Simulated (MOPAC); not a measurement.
Input file for MOPAC: PM3 on CH4BClO (SMILES CB(O)Cl), a point of a torsion scan.

```
PM3 1SCF PRECISE CHARGE=0 THREADS=1
CH4BClO

C     -0.90441617 1    -0.14693674 1     0.04187344 1
B      0.54638310 1     0.49865755 1     0.11550525 1
O      1.69635352 1    -0.15837097 1    -0.06383355 1
Cl     0.71419662 1     2.19041520 1     0.45114169 1
H     -1.49969495 1     0.32287962 1    -0.73818293 1
H     -0.88150384 1    -1.21633885 1    -0.15690909 1
H     -1.44805250 1     0.00733738 1     0.97134099 1
H      1.66101255 1    -1.09632999 1    -0.25227578 1
```

It printed:

```
*******************************************************************************
 **                                                                           **
 **                              MOPAC v23.2.5                                **
 **                                                                           **
 *******************************************************************************
 ** MOPAC's Digital Object Identifier: https://doi.org/10.5281/zenodo.6511958 **
 **                                                                           **
 ** Please cite the open-source release paper for use of this MOPAC version:  **
 ** J. E. Moussa and J. J. P. Stewart (2026)                                  **
 ** MOPAC: An open-source semiempirical molecular orbital program             **
 ** J. Open Source Softw., 11(119), 8025, https://doi.org/10.21105/joss.08025 **
 *******************************************************************************

                              PM3 CALCULATION RESULTS

 *******************************************************************************
 *  PM3        - The PM3 Hamiltonian to be used
 *
 *
 *
 *                 CHARGE ON SYSTEM = 0
 *
 *
 *
 *  PRECISE    - TIGHTER CRITERIA TO BE USED
 *  1SCF       - DO 1 SCF AND THEN STOP
 *  THREADS=1  - MULTI-THREADING NOT USED
 *  T=         - A TIME OF 172800.0 SECONDS REQUESTED
 *  DUMP=N     - RESTART FILE WRITTEN EVERY 7200.0 SECONDS REQUESTED
 *******************************************************************************
PM3 1SCF PRECISE CHARGE=0 THREADS=1
 CH4BClO

   ATOM   CHEMICAL          X               Y               Z
  NUMBER   SYMBOL      (ANGSTROMS)     (ANGSTROMS)     (ANGSTROMS)

     1       C         -0.90441617  *  -0.14693674  *   0.04187344  *
     2       B          0.54638310  *   0.49865755  *   0.11550525  *
     3       O          1.69635352  *  -0.15837097  *  -0.06383355  *
     4      Cl          0.71419662  *   2.19041520  *   0.45114169  *
     5       H         -1.49969495  *   0.32287962  *  -0.73818293  *
     6       H         -0.88150384  *  -1.21633885  *  -0.15690909  *
     7       H         -1.44805250  *   0.00733738  *   0.97134099  *
     8       H          1.66101255  *  -1.09632999  *  -0.25227578  *



          CARTESIAN COORDINATES

    NO.       ATOM           X           Y           Z

     1         C         -0.9044     -0.1469      0.0419
     2         B          0.5464      0.4987      0.1155
     3         O          1.6964     -0.1584     -0.0638
     4        Cl          0.7142      2.1904      0.4511
     5         H         -1.4997      0.3229     -0.7382
     6         H         -0.8815     -1.2163     -0.1569
     7         H         -1.4481      0.0073      0.9713
     8         H          1.6610     -1.0963     -0.2523

  H: (PM3): J. J. P. STEWART, J. COMP. CHEM. 10, 209 (1989).
  B: (PM3): J. J. P. STEWART, J. MOL. MOD., 10, 155-164 (2004)
  C: (PM3): J. J. P. STEWART, J. COMP. CHEM. 10, 209 (1989).
  O: (PM3): J. J. P. STEWART, J. COMP. CHEM. 10, 209 (1989).
 Cl: (PM3): J. J. P. STEWART, J. COMP. CHEM. 10, 209 (1989).

           Empirical Formula: C H4 O B Cl  =     8 atoms



      MOLECULAR POINT GROUP   :   Cs


      RHF CALCULATION, NO. OF DOUBLY OCCUPIED LEVELS = 12


 -------------------------------------------------------------------------------
 PM3 1SCF PRECISE CHARGE=0 THREADS=1
 CH4BClO



     1SCF WAS SPECIFIED, SO BFGS WAS NOT USED
     SCF FIELD WAS ACHIEVED


                              PM3 CALCULATION
                                                       MOPAC v23.2.5 Linux




          FINAL HEAT OF FORMATION =       -119.73036 KCAL/MOL =    -500.95184 KJ/MOL


          COSMO AREA              =        106.31 SQUARE ANGSTROMS
          COSMO VOLUME            =         90.88 CUBIC ANGSTROMS

          IONIZATION POTENTIAL    =         10.227125 EV
          HOMO LUMO ENERGIES (EV) =        -10.227  1.055
          NO. OF FILLED LEVELS    =         12
          MOLECULAR WEIGHT        =         78.3050         POINT GROUP:  Cs

          MOLECULAR DIMENSIONS (Angstroms)

            Atom       Atom       Distance
            H     6   Cl     4     3.81077
            H     8    H     7     3.51670
            H     5    H     8     1.67975


          SCF CALCULATIONS        =          1





   ATOM   CHEMICAL          X               Y               Z
  NUMBER   SYMBOL      (ANGSTROMS)     (ANGSTROMS)     (ANGSTROMS)

     1       C         -0.90441617  *  -0.14693674  *   0.04187344  *
     2       B          0.54638310  *   0.49865755  *   0.11550525  *
     3       O          1.69635352  *  -0.15837097  *  -0.06383355  *
     4      Cl          0.71419662  *   2.19041520  *   0.45114169  *
     5       H         -1.49969495  *   0.32287962  *  -0.73818293  *
     6       H         -0.88150384  *  -1.21633885  *  -0.15690909  *
     7       H         -1.44805250  *   0.00733738  *   0.97134099  *
     8       H          1.66101255  *  -1.09632999  *  -0.25227578  *

                             CARTESIAN COORDINATES

   1    C       -0.904416170    -0.146936740     0.041873440
   2    B        0.546383100     0.498657550     0.115505250
   3    O        1.696353520    -0.158370970    -0.063833550
   4   Cl        0.714196620     2.190415200     0.451141690
   5    H       -1.499694950     0.322879620    -0.738182930
   6    H       -0.881503840    -1.216338850    -0.156909090
   7    H       -1.448052500     0.007337380     0.971340990
   8    H        1.661012550    -1.096329990    -0.252275780


           Empirical Formula: C H4 O B Cl  =     8 atoms



      MOLECULAR POINT GROUP   :   Cs


                  EIGENVALUES
 -55.33863 -39.03082 -30.77416 -20.38432 -17.05745 -15.63328 -15.39102 -13.27036
 -13.07481 -12.04300 -10.54862 -10.22712   1.05509   1.74797   3.12118   3.55832
   4.27585   4.36592   4.52023   5.19436


              NET ATOMIC CHARGES AND DIPOLE CONTRIBUTIONS

  ATOM NO.   TYPE          CHARGE      No. of ELECS.   s-Pop       p-Pop
    1          C          -0.164363        4.1644     1.11712     3.04724
    2          B          -0.146785        3.1468     1.07727     2.06951
    3          O          -0.173709        6.1737     1.69397     4.47974
    4         Cl           0.063848        6.9362     1.95874     4.97741
    5          H           0.075709        0.9243     0.92429
    6          H           0.053829        0.9462     0.94617
    7          H           0.075653        0.9243     0.92435
    8          H           0.215818        0.7842     0.78418
 DIPOLE           X         Y         Z       TOTAL
 POINT-CHG.    -0.445    -0.763    -0.140     0.894
 HYBRID        -0.053    -1.238    -0.250     1.264
 SUM           -0.498    -2.000    -0.390     2.098


          ATOMIC ORBITAL ELECTRON POPULATIONS

     Atom    s        px        py        pz
    1  C   1.11712   1.00405   1.01294   1.03026
    2  B   1.07727   0.77517   0.76157   0.53277
    3  O   1.69397   1.54891   1.26793   1.66290
    4 Cl   1.95874   1.95524   1.20231   1.81986
    5  H   0.92429
    6  H   0.94617
    7  H   0.92435
    8  H   0.78418

 **********************
 *                    *
 * JOB ENDED NORMALLY *
 *                    *
 **********************




 == MOPAC DONE ==
```

The run finished.

Cost: about 0.03 core-seconds (a rough figure).
